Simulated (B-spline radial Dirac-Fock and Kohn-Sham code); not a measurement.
**Two-hole binding energies of Mn⁴⁺**

System: the Mn⁴⁺ ion, [Ar] 3d3, inside a Watson sphere of charge -4 and radius 2.4 Å (a model of the Madelung potential; inside it an electron's potential energy is raised by 24.0 eV).

The computed values come from a B-spline atomic structure program: multi-electron Dirac-Fock with separately optimised hole states, Breit and Lamb-shift corrections added in first order. U is the two-hole binding energy less the two single-hole energies, the effective repulsion of the holes after relaxation. Each two-hole energy is an average over J within one jj subconfiguration.

```
          holes  E(a) (eV)  E(b) (eV)  E(ab) (eV)  U (eV)
   1s⁻¹ 2p1/2⁻¹     6592.1      706.7      7396.8    98.1
   1s⁻¹ 2p3/2⁻¹     6592.1      696.5      7384.8    96.2
   1s⁻¹ 3p3/2⁻¹     6592.1      97.82      6721.2    31.3
           2s⁻²      827.7      827.7      1719.4    64.0
   2s⁻¹ 2p1/2⁻¹      827.7      706.7      1593.1    58.7
   2s⁻¹ 2p3/2⁻¹      827.7      696.5      1582.6    58.3
        2p1/2⁻²      706.7      706.7      1487.8    74.5
2p1/2⁻¹ 2p3/2⁻¹      706.7      696.5      1472.3    69.1
   2s⁻¹ 3p1/2⁻¹      827.7      99.17           ?       ?
   2s⁻¹ 3p3/2⁻¹      827.7      97.82       954.2    28.7
2p3/2⁻¹ 3p1/2⁻¹      696.5      99.17       825.1    29.4
        3p1/2⁻²      99.17      99.17       223.2    24.8
3p1/2⁻¹ 3p3/2⁻¹      99.17      97.82       220.3    23.3
        3p3/2⁻²      97.82      97.82       219.3    23.7
```

Question: Give the missing two-hole energy and U.

Answer: E(ab) = 955.7 eV and U = 28.8 eV.
